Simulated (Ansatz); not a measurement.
Consider the hydrogenolysis of a B–Cl bond: `N#CBCl` + H₂ → `BC#N` + HCl.

Isolated molecules relaxed with PBE0-D4/def2-TZVP in Ansatz; ΔE leaves out vibrations. CBS: MP2 limit from def2 TZ/QZ plus the TZ coupled-cluster correction, frozen cores. This one scheme is used for every species. DFT in def2-TZVPP. HSE06 is defined as in plane-wave codes.

Q: Is it downhill or uphill in electronic energy at CCSD(T)/CBS, and by how much? (An estimate is asked.)

A: The calculation gave: Uphill: ΔE = +68.9 kJ/mol.

Q: What do these levels give: CAM-B3LYP-D4, HSE06, MP2/def2-SVP, MP2/def2-TZVPP, CCSD(T)/def2-TZVPP, HF/def2-QZVPP? (Best estimate.)

A: The calculation gave: CAM-B3LYP-D4 65.9, HSE06 69.4, MP2/def2-SVP 86.4, MP2/def2-TZVPP 77.0, CCSD(T)/def2-TZVPP 68.8, HF/def2-QZVPP 44.9 kJ/mol.

Largest T1 diagnostic among the species: 0.014.

From r2SCAN to r2SCAN0 (25 % exact exchange), in def2-TZVPP and without D4, ΔE moves by −5.1 kJ/mol. The D4 term adds +5.3 kJ/mol with B3LYP and +2.8 kJ/mol with PBE0; it sums over pairs of atoms, weighted by their polarisabilities, and B3LYP, whose exchange is more repulsive, gets the larger term.

B3LYP here is the variant with VWN-RPA as its local correlation; programs differ in this.
